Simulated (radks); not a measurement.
Values are calculated unless marked as measured or tabulated.
Dipole-allowed excitations along the series with 10 electrons in [Ne]. Level of theory: non-relativistic Kohn-Sham, LDA (Slater exchange, VWN5 correlation), spin-polarised, spherical densities, point nucleus (a radial shooting solver on a logarithmic mesh with Libxc functionals). Time-dependent linear response with the Hartree and adiabatic LDA kernel, continuum included through the Sternheimer equations. Lines are the poles of the dipole polarisability below minus the highest occupied eigenvalue, found on a grid refined at the orbital gaps; the lowest seven at most are given, and weak or close lines can be missed. The first line takes the name of the lowest orbital gap if no other gap lies below it; otherwise a line is named after a gap within 0.6 % of it, if that gap stands alone.

species  -e(HOMO) (eV)  lowest orbital gap (eV)  first line (eV)      f  strongest line (eV)  its f  static alpha (bohr^3)
Cr14+           969.10             2p-3s 576.11   577.34 (2p-3s)  0.186  653.58 (unassigned)   2.54               0.008603
Mn15+           1088.7             2p-3s 644.62   645.93 (2p-3s)  0.185  727.60 (unassigned)   2.62               0.007035
Fe16+           1215.1             2p-3s 716.90   718.30 (2p-3s)  0.183  805.39 (unassigned)   2.70               0.005810
Co17+           1348.3             2p-3s 792.97   794.46 (2p-3s)  0.182  886.95 (unassigned)   2.77               0.004841
Ni18+           1488.3             2p-3s 872.83   874.39 (2p-3s)  0.180  972.30 (unassigned)   2.83               0.004067
Cu19+           1635.2             2p-3s 956.46   958.11 (2p-3s)  0.179  1061.4 (unassigned)   2.88               0.003443
